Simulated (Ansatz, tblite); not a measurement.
Isomers of Sn₂O₄⁺ (doublet), found by a short tight-binding search and relaxed with PBE-D4/def2-SVP in Ansatz.

In the def2 sets Sn takes a core potential; there is no spin–orbit coupling. The xTB rows come from tblite. B3LYP takes the VWN-RPA correlation.

Run but left out: HF/def2-SVP, MP2/def2-SVP, CCSD/def2-SVP, CCSD(T)/def2-SVP (B: ⟨S²⟩ 1.45, where a pure state has 0.75).

A: It holds 2 O–O bonds. B: It holds 1 O–O bond. C: It holds 2 O–O bonds.

Other spin states were run for one of them alone.

A:

```tsv
atom	x (Å)	y (Å)	z (Å)
Sn1	-2.0818	-0.3744	-0.2841
Sn2	1.2931	0.6289	-1.5774
O3	1.5031	-0.1645	0.4995
O4	-0.6992	0.6338	-1.3334
O5	0.5275	0.0455	1.4101
O6	-0.5427	-0.7692	1.2853
```

B:

Cartesian coordinates in Å:
```
Sn -2.436 -0.389 -0.680
Sn 2.191 -0.165 0.854
O 0.578 -1.067 -0.528
O -0.943 0.830 -0.061
O 0.702 0.933 1.585
O -0.093 -0.142 -1.170
```

C:

```xyz
6

Sn    0.854    0.147    1.386
Sn   -2.186    1.840   -0.553
O     0.714   -1.398   -0.896
O    -0.011   -1.626    0.226
O     1.415   -0.243   -0.798
O    -0.787    1.280    0.634
```

**Question.** Estimate their order by electronic energy at ωB97X-V/def2-TZVP, counted from the lowest.

**Answer.** A (0.0) < C (25.2) < B (311.7), in kJ/mol.

**Question.** Do the other levels pick the same lowest one?

**Answer.** All that were run do. Energies above each level's lowest (kJ/mol):

| level | A | B | C |
| --- | --- | --- | --- |
| GFN1-xTB | 0.0 | 443.9 | 41.6 |
| GFN2-xTB | 0.0 | 295.6 | 52.0 |
| PBE-D4/def2-TZVP | 0.0 | 263.1 | 28.2 |
| r2SCAN-D4/def2-TZVP | 0.0 | 275.0 | 29.4 |
| B3LYP-D4/def2-TZVP | 0.0 | 282.7 | 29.6 |
| PBE0-D4/def2-TZVP | 0.0 | 299.2 | 28.8 |
| ωB97X-V/def2-TZVP | 0.0 | 311.7 | 25.2 |
Point groups (tolerance 0.1 Å): A Cs, B not assigned, C Cs. Lower isomers may exist.
